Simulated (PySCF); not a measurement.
# Radial density of Ru (ruthenium, neutral)

UHF, [Kr] 4d7 5s1, high-spin 5F determinant. Computed with PySCF 2.14 in x2c-QZVPPall (13s8p7d4f2g, 118 functions), with the spin-free X2C one-electron Hamiltonian (Gaussian nucleus).

```json
{"r (bohr)": "0.0330", "4πr²ρ (e/bohr)": "51.86", "4πr²(ρα − ρβ)": "-0.0027"}
{"r (bohr)": "0.0555", "4πr²ρ (e/bohr)": "49.17", "4πr²(ρα − ρβ)": "-0.0010"}
{"r (bohr)": "0.0934", "4πr²ρ (e/bohr)": "68.66", "4πr²(ρα − ρβ)": "0.0607"}
{"r (bohr)": "0.157", "4πr²ρ (e/bohr)": "53.26", "4πr²(ρα − ρβ)": "0.2833"}
{"r (bohr)": "0.264", "4πr²ρ (e/bohr)": "50.56", "4πr²(ρα − ρβ)": "0.4581"}
{"r (bohr)": "0.444", "4πr²ρ (e/bohr)": "38.62", "4πr²(ρα − ρβ)": "0.0137"}
{"r (bohr)": "0.747", "4πr²ρ (e/bohr)": "13.13", "4πr²(ρα − ρβ)": "0.8241"}
{"r (bohr)": "1.26", "4πr²ρ (e/bohr)": "11.54", "4πr²(ρα − ρβ)": "2.0838"}
{"r (bohr)": "2.11", "4πr²ρ (e/bohr)": "2.972", "4πr²(ρα − ρβ)": "1.1849"}
{"r (bohr)": "3.56", "4πr²ρ (e/bohr)": "0.5767", "4πr²(ρα − ρβ)": "0.3972"}
{"r (bohr)": "5.98", "4πr²ρ (e/bohr)": "0.06362", "4πr²(ρα − ρβ)": "0.0581"}
{"r (bohr)": "10.1", "4πr²ρ (e/bohr)": "0.0009548", "4πr²(ρα − ρβ)": "0.0009"}
```

Densities and radii are taken from the X2C orbitals without a picture-change correction, which distorts them close to the nucleus.

Task: Where is the radial spin density 4πr²(ρα − ρβ) most negative, and why is it negative at all?

Result: Around r = 0.0330 bohr, down to -0.0027 e/bohr: exchange with the open shell polarises the paired shells in an unrestricted calculation.
